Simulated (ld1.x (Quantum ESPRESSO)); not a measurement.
# zirconium: excitation energies, all-electron against RRKJ

ld1.x (Quantum ESPRESSO) 7.5 input, shortened:

```
&input
   title='Zr', zed=40., rel=2, dft='WC', iswitch=3,
   config='[Kr] 4d2 4f-2 5s0.5 5p0', rel_dist='average'
 /
 &inputp
   pseudotype=2, tm=.false., rho0=0.005, lloc=2,
   nlcc=.false.
 /
4
4S  1  0   2.00   0.00  1.70  1.70  0.0
4P  2  1   6.00   0.00  2.00  2.00  0.0
4F  4  3  -2.00  -0.15  2.70  2.70  0.0
4D  3  2   2.00   0.00  2.65  2.65  0.0
 &test
   configts(1)='4s2 4p6 4d2 5s0.5 5p0'
 /
```

Open shells are filled in proportion to 2j + 1 (rel_dist='average').

Occupied shells without a wave of their own: 5s. They enter only through the test configuration that unscreens the potential.

Energies are relative to the spin-unpolarised reference configuration 4s2 4p6 4d2 5s0.5 5p0; without spin polarisation the order of configurations can differ from experiment. The d channel is local and has no spin–orbit splitting in the pseudo-atom.

(1) Give the all-electron excitation energy and the error of the potential for: 4s2 4p6 4d2 5s2 5p0; 4s2 4p6 4d2 5s1 5p0; 4s2 4p6 4d2 5s0 5p0; 4s2 4p6 4d2 5s1.5 5p0; 4s2 4p6 4d1 5s2 5p1; 4s1 4p6 4d2 5s2 5p0; 4s2 4p6 4d3 5s1 5p0.

Levels in the configuration 4s2 4p6 4d2 5s1 5p0:

```json
{"level": "4s j=1/2", "all-electron (eV)": "-61.150", "pseudo (eV)": "-61.128"}
{"level": "4p j=1/2", "all-electron (eV)": "-40.339", "pseudo (eV)": "-40.320"}
{"level": "4p j=3/2", "all-electron (eV)": "-38.552", "pseudo (eV)": "-38.535"}
{"level": "4d j=3/2", "all-electron (eV)": "-10.089", "pseudo (eV)": "-9.996"}
{"level": "4d j=5/2", "all-electron (eV)": "-9.947", "pseudo (eV)": "-9.996"}
{"level": "5s j=1/2", "all-electron (eV)": "-9.973", "pseudo (eV)": "-9.939"}
```

Results:

(1)

```json
{"valence configuration": "4s2 4p6 4d2 5s2 5p0", "charge": "0", "ΔE all-electron (eV)": "-12.885", "error AE − PS (meV)": "-48"}
{"valence configuration": "4s2 4p6 4d2 5s1 5p0", "charge": "+1", "ΔE all-electron (eV)": "-5.703", "error AE − PS (meV)": "-16"}
{"valence configuration": "4s2 4p6 4d2 5s0 5p0", "charge": "+2", "ΔE all-electron (eV)": "7.166", "error AE − PS (meV)": "+10"}
{"valence configuration": "4s2 4p6 4d2 5s1.5 5p0", "charge": "+0.5", "ΔE all-electron (eV)": "-9.982", "error AE − PS (meV)": "-33"}
{"valence configuration": "4s2 4p6 4d1 5s2 5p1", "charge": "0", "ΔE all-electron (eV)": "-9.866", "error AE − PS (meV)": "-41"}
{"valence configuration": "4s1 4p6 4d2 5s2 5p0", "charge": "+1", "ΔE all-electron (eV)": "47.616", "error AE − PS (meV)": "+13"}
{"valence configuration": "4s2 4p6 4d3 5s1 5p0", "charge": "0", "ΔE all-electron (eV)": "-11.660", "error AE − PS (meV)": "-17"}
```
